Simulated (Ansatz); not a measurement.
(4-phenylthiophenyl)diphenylsulfonium (C24H19S2⁺). The state is a singlet with charge 1. Geometry PBE-D4/def2-SVP.

Cartesian coordinates in Å:
```
C 3.341 1.342 -5.141
C 3.222 -0.021 -4.824
C 1.959 -0.580 -4.579
C 0.815 0.239 -4.645
S -0.805 -0.481 -4.394
C -1.033 -0.355 -2.653
C -0.099 0.239 -1.770
C -0.359 0.298 -0.400
C -1.562 -0.239 0.096
S -1.976 -0.229 1.829
C -1.046 1.153 2.514
C -1.681 2.406 2.444
C -1.006 3.526 2.950
C 0.269 3.382 3.523
C 0.878 2.118 3.594
C 0.223 0.985 3.088
C -1.186 -1.688 2.536
C -0.186 -2.393 1.850
C 0.369 -3.526 2.464
C -0.076 -3.935 3.733
C -1.086 -3.220 4.397
C -1.659 -2.089 3.798
C -2.515 -0.818 -0.767
C -2.245 -0.879 -2.133
C 0.927 1.605 -4.969
C 2.196 2.153 -5.215
H 4.334 1.775 -5.341
H 4.119 -0.659 -4.778
H 1.851 -1.650 -4.344
H 0.835 0.661 -2.166
H 0.368 0.772 0.276
H -2.684 2.509 2.002
H -1.486 4.515 2.904
H 0.790 4.263 3.926
H 1.873 2.007 4.051
H 0.690 -0.010 3.150
H 0.146 -2.073 0.851
H 1.153 -4.095 1.943
H 0.364 -4.827 4.204
H -1.441 -3.549 5.386
H -2.459 -1.529 4.306
H -3.461 -1.220 -0.374
H -2.983 -1.331 -2.813
H 0.022 2.229 -5.034
H 2.289 3.219 -5.474
```

B3LYP takes the VWN-RPA correlation. Single mean-field runs in def2-SVP, def2-TZVP are fitted with def2-universal-jkfit.

Task: Estimate the orbital energies around the gap (eV) in Ansatz with LDA (SPW92)/def2-TZVP, r2SCAN-D4/def2-TZVP, B97M-V/def2-TZVP, B3LYP-D4/6-31G, PBE0-D4/def2-SVP.

Result: 
```
orbital  LDA (SPW92)/def2-TZVP  r2SCAN-D4/def2-TZVP  B97M-V/def2-TZVP  B3LYP-D4/6-31G  PBE0-D4/def2-SVP
 HOMO−5                 -10.02               -10.00             -9.96          -10.47            -10.87
 HOMO−4                  -9.98                -9.97             -9.93          -10.43            -10.84
 HOMO−3                  -9.88                -9.87             -9.85          -10.37            -10.76
 HOMO−2                  -9.14                -9.08             -9.03           -9.39             -9.85
 HOMO−1                  -9.13                -9.07             -9.02           -9.39             -9.84
   HOMO                  -8.44                -8.44             -8.47           -8.87             -9.23
   LUMO                  -5.75                -5.40             -5.33           -4.39             -4.66
 LUMO+1                  -5.70                -5.35             -5.27           -4.32             -4.60
 LUMO+2                  -5.28                -4.88             -4.82           -3.87             -4.09
 LUMO+3                  -5.07                -4.68             -4.61           -3.79             -3.93
 LUMO+4                  -4.87                -4.46             -4.38           -3.53             -3.66
 LUMO+5                  -4.87                -4.45             -4.38           -3.50             -3.66
```
